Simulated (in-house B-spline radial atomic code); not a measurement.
Configurations of Xe+, with energies counted from [Kr] 4d10 5s2 5p5. Method: scalar-relativistic (X2C) Hartree-Fock with fractional occupations, spin-polarised, spherical fractional occupations, Fermi nucleus of rms radius 4.7859 fm. Calculated with a B-spline radial code for spherical atoms. Shells without spins written out take the highest spin.

Caution: exact exchange at fractional occupations of open shells leaves self-interaction of up to several eV.

Occupations are held fixed; configurations that lie above the ionisation limit could autoionise.

```csv
configuration,E - E(ref) (eV),highest orbital,its <r> (bohr)
[Kr] 4d10 5s2 5p4 6p1,14.692,6p up,6.386
[Kr] 4d10 4f1 5s2 5p4,17.747,4f up,10.65
[Kr] 4d10 5s1 5p5 6f1,32.923,6f up,26.28
[Kr] 4d9 5s2 5p5 6f1,87.713,6f up,25.97
"[Ar] 3d10 4s2 4p(2 up, 3 down) 4d10 5s2 5p(2 up, 3 down) 6d(0 up, 1 down)",178.24,6d down,9.934
"[Ar] 3d10 4s2 4p(3 up, 2 down) 4d10 4f(1 up, 0 down) 5s2 5p(2 up, 3 down)",179.28,4f up,10.65
[Ar] 3d9 4s2 4p6 4d10 5s2 5p6,700.33,5p down,2.096
```

Problem. Order these further configurations by energy, lowest first.
A. [Kr] 4d(5 up, 4 down) 5s2 5p(3 up, 2 down) 6f(0 up, 1 down)
B. [Kr] 4d10 5s2 5p(2 up, 2 down) 5d(1 up, 0 down)
C. [Kr] 4d9 4f1 5s2 5p5
D. [Ar] 3d10 4s2 4p5 4d10 5s2 5p6
E. [Kr] 4d9 5s2 5p5 6d1

Solution. B (19.445 eV), E (85.801 eV), C (86.453 eV), A (87.73 eV), D (155.52 eV).

Problem. How far above the reference does [Kr] 4d9 5s2 5p5 5d1 lie?

Solution. 82.846 eV; its least bound orbital is 5d up with <r> = 4.157 bohr.

Problem. How far above the reference does [Kr] 4d10 5s1 5p5 5f1 lie?

Solution. 32.448 eV; its least bound orbital is 5f up with <r> = 17.61 bohr.
